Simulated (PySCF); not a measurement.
C4H10FNSi.
Numbering: `[F:1][CH2:2][C@H:3]1[CH2:4][CH2:5][SiH2:6][NH:7]1`

NICS = −σ at a ghost point: NICS(0) at the centroid of the ring atoms, NICS(1) 1 Å to either side along the normal of their mean plane, zz for the tensor component along that normal. Level: GIAO PBE0/pcSseg-1 (PySCF, non-relativistic, gas phase) on the GFN2-xTB geometry, one conformer.

Ring bond lengths (Å), with Mayer bond orders in brackets: C3–C4 1.530 (0.99), C4–C5 1.527 (1.04), C5–Si6 1.903 (0.91), Si6–N7 1.713 (1.01), N7–C3 1.447 (0.94).

Problem. Give the NICS values of each ring in ppm.

Solution. 
```
           ring                                                    type  NICS(0)  NICS(1), two faces  NICS(1)zz, two faces  rms pucker (Å)  centre to ring atoms, mean (Å)
C3–C4–C5–Si6–N7  5-membered ring with N and Si; formal bonds all single     -6.8         -4.2 / -3.0           -3.3 / -2.8            0.17                            1.36
```

Problem. What do they say, and how far can they be read as aromaticity?

Solution. 
- C3–C4–C5–Si6–N7: mean NICS(1)zz -3.1 ppm, shielded. C3, C4, C5, Si6 have four or more neighbours, so the value isn't read as a sign of a π ring current.

Problem. Give the inner angles of the rings and the Hirshfeld charges of the ring atoms.

Solution. 
- C3–C4–C5–Si6–N7: C3 106.2° (+0.009 e), C4 108.1° (-0.067 e), C5 103.8° (-0.160 e), Si6 91.8° (+0.371 e), N7 115.5° (-0.246 e); sum 525.4° against 540° for a flat convex ring.
